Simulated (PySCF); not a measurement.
Several compounds and their computed core spectra got separated.

Method: PySCF, delta-SCF UKS SCAN, pcX-2 on the ionised atom, pcseg-1 elsewhere, spin-free X2C. Geometries: PBE0-D3(BJ)/def2-SVP; isolated species, one conformer each.

Line lists (1s up to Mg, 2p3/2 beyond; areas count atoms within a level, one atom standing for each set equivalent by bonding):
1. C 1s: 289.77 (area 1), 290.04 (area 1), 290.10 (area 1), 290.39 (area 1), 290.68 (area 1), 290.79 (area 1), 292.74 (area 1) eV; F 1s: 691.97 eV; Si 2p3/2: 106.11 eV
2. B 1s: 193.59 eV; C 1s: 291.63 (area 1), 292.42 (area 1) eV; N 1s: 407.40 eV
3. C 1s: 290.91 (area 1), 291.16 (area 1), 292.17 (area 1) eV; Cl 2p3/2: 206.23 eV

Structures:
A. `C=C=CCl`
B. `[NH2+](CC)[BH3-]`
C. `C=C[C@@H]1C[C@@H](F)CC[SiH2]1`

Question: Match each list to its structure.

Answer: 
- 1 = C: no other candidate has this set of levels. C 1s: 289.77 terminal =CH2 carbon, 290.04 sp3 carbon bound to silicon, 290.10 sp3 carbon bound to silicon, 290.39 alkene CH carbon, 290.68 ring CH2 carbon, 290.79 ring CH2 carbon, 292.74 sp3 C–F carbon; F 1s: 691.97 alkyl fluorine; Si 2p3/2: 106.11 SiH2 silicon.
- 2 = B: no other candidate has this set of levels. B 1s: 193.59 four-coordinate boron; C 1s: 291.63 methyl carbon, 292.42 sp3 carbon bound to nitrogen; N 1s: 407.40 nitrogen bonded to B, C and 2 H.
- 3 = A: no other candidate has this set of levels. C 1s: 290.91 central carbon of cumulated double bonds, 291.16 outer carbon of cumulated double bonds, 292.17 outer carbon of cumulated double bonds; Cl 2p3/2: 206.23 vinyl chlorine.

The 2p values add to the ΔSCF energy of one spin-free hole a correction within the shell (spin–orbit coupling, ligand field). 1 of these hole states is spin-contaminated (⟨S²⟩ 0.88, against 0.75; counted from 0.85) and less certain.
